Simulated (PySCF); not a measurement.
**Worked example: entropy of an ideal gas**

Mo(O)2(F)(NH2) (FH₂MoNO₂), SMILES [NH2][Mo]([F])(=[O])=[O], multiplicity 1.

Geometry: PBE-D3(BJ)/def2-SVP. The multiplicity is an assumed one; no other spin state was optimised. The structure was generated by enumeration; whether it is a known compound was not checked. The def2 effective core potentials stand for the cores of Mo; spin–orbit coupling is left out. The values are those of a single conformer.

PBE-D3(BJ)/def2-SVP (PySCF) gives the harmonic wavenumbers 194, 208, 225, 251, 323, 373, 486, 635, 682, 718, 996, 1006, 1451, 3461, 3564 cm⁻¹ and the rotational temperatures 0.1793, 0.1586, 0.1512 K. The molar mass is 162.97 g/mol, the symmetry number 1, the spin multiplicity 1.

Problem. Work out the entropy at 298.15 K and 1 atm in the rigid-rotor, harmonic-oscillator model.

Solution. 
Translation (Sackur–Tetrode at 1 atm): S = R[1.5 ln M + 2.5 ln T − 1.16487] = 172.3 J/(mol K).
Rotation: q = (√π/σ) T^1.5/√(θA θB θC) = 139000, S = R[ln q + 3/2] = 110.9 J/(mol K).
Vibration: with u = 1.4388 ν/T, each mode gives R[u/(e^u − 1) − ln(1 − e^−u)]:
| ν (cm⁻¹) | modes | u | S (J/(mol K)) |
|---|---|---|---|
| 194 | 1 | 0.94 | 9.16 |
| 208 | 1 | 1.00 | 8.62 |
| 225 | 1 | 1.09 | 8.03 |
| 251 | 1 | 1.21 | 7.21 |
| 323 | 1 | 1.56 | 5.42 |
| 373 | 1 | 1.80 | 4.47 |
| 486 | 1 | 2.35 | 2.90 |
| 635 | 1 | 3.06 | 1.65 |
| 682 | 1 | 3.29 | 1.37 |
| 718 | 1 | 3.46 | 1.19 |
| 996 | 1 | 4.81 | 0.40 |
| 1006 | 1 | 4.85 | 0.38 |
| 1451 | 1 | 7.00 | 0.06 |
The stiffer modes add less than 0.005 each. Sum 50.9 J/(mol K).
Spin: R ln 1 = 0.0 J/(mol K).
Total 334.1 J/(mol K); the program's own thermochemistry gives 334.1. Translation makes up 52 % and vibration 15 %. Anharmonicity, hindered rotation and orbital degeneracy are left out.
